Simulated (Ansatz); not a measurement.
The first iterations of a band of BH4OSb (7 atoms, charge 0, multiplicity 1).

The calculation used RKS PBE0-D4/def2-SVP in Ansatz.

- movable images: 5
- climbing image: yes
- spring: 5.0 eV/Å²
- optimiser: quadratic models (default)
- start path: IDPP
- force threshold: 0.05 eV/Å
- iteration limit: 49
- end points: relaxed

Image 0:

```xyz
7
Properties=species:S:1:pos:R:3
O -1.339 -0.780 -0.701
B -0.012 -0.576 -0.730
Sb 1.028 1.194 0.240
H -1.826 -0.139 -0.171
H 0.644 -1.374 -1.363
H -0.265 1.460 1.346
H 1.831 0.146 1.333
```

Image 6:

```xyz
7
Properties=species:S:1:pos:R:3
O -0.941 0.095 -1.413
B -0.019 -0.590 -0.718
Sb 0.314 -0.374 1.519
H -1.424 0.749 -0.895
H 0.629 -1.403 -1.339
H -0.384 1.201 1.556
H 1.886 0.254 1.244
```

| iteration | highest image above the first end (eV) | largest band force component (eV/Å) |
| --- | --- | --- |
| 1 | 1.474 | 1.523 |
| 2 | 1.147 | 0.599 |
| 3 | 1.096 | 0.277 |

Does the band converge within its limit, and where does its top end?

It converged. It ended after 9 iterations with the highest image 1.074 eV above the first end. A vibrational analysis at the climbing image gives one clearly imaginary mode, 594i cm⁻¹: a first-order saddle point.

Run time: 7.4 min on 1 thread of Intel(R) Xeon(R) Processor @ 2.50GHz (Skylake/Cascade Lake) (shared host), peak memory 0.15 GiB.
